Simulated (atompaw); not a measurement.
**PBE PAW (atompaw) dataset for gold (Au), scalar-relativistic all-electron reference.**

gold, PAW, made with atompaw 4.2.0.5 (PBE, scalar-relativistic). Core [Kr] 4d10 4f14 5s2, reference 5p6 5d10 6s1 6p0. Waves: 6s (bound): rc 1.95 bohr; 6s channel at 0.5 Ry: rc 2.00 bohr; 5p (bound): rc 1.20 bohr; 6p (bound, empty): rc 2.00 bohr; 5d (bound): rc 2.00 bohr; 5d channel at 4.45 Ry: rc 2.00 bohr. Local part: troulliermartins scheme with l = 3 at 0 Ry, radius 1.85 bohr. Core correction: smooth core density matched at 1.95 bohr. Augmentation charge: sinc compensation charge, radius 1.65 bohr; PAW radius 2.00 bohr; waves and projectors: custom polynom vanderbiltortho.

All-electron outer shells of the reference configuration (PBE, scalar-relativistic, ld1.x):

| shell | level (eV) | outermost node (bohr) | outermost maximum (bohr) |
| --- | --- | --- | --- |
| 5s | -108.37 | 0.48 | 0.84 |
| 4f | -81.12 | – | 0.37 |
| 5p | -59.78 | 0.52 | 0.96 |
| 5d | -6.88 | 0.56 | 1.21 |
| 6s | -5.76 | 1.11 | 2.32 |
| 6p | -0.77 | 1.32 | 3.64 |

Results:

```
Cutoffs needed                                           : 55 Ry and 70 Ry (the cutoffs (Ry, on a coarse ladder) from which the occupation-weighted sum of valence levels, in a spherical-Bessel basis at the reference potential, stays within 10 and 1 mRy of its value at 400 Ry)
Ghost test                                               : ghost state, extra bound levels that the all-electron valence spectrum of the same l lacks: s at -228.0 eV; a true bound ghost makes a file unfit for plane-wave use (spherical-Bessel basis up to 400 Ry, 20 bohr box)
Lowest eigenvalue of the overlap operator                : 0.09 (s channel)
Overlap eigenvalues printed by atompaw (projector basis) : 0.6, 2.47, 4.45, 76, 115, 3.05e+03
Share of each valence orbital outside the PAW sphere     : 6s 79 %, 5p 2 %, 6p 97 %, 5d 24 %
```

Generation and tests took about 16 s on one core of a shared server CPU.
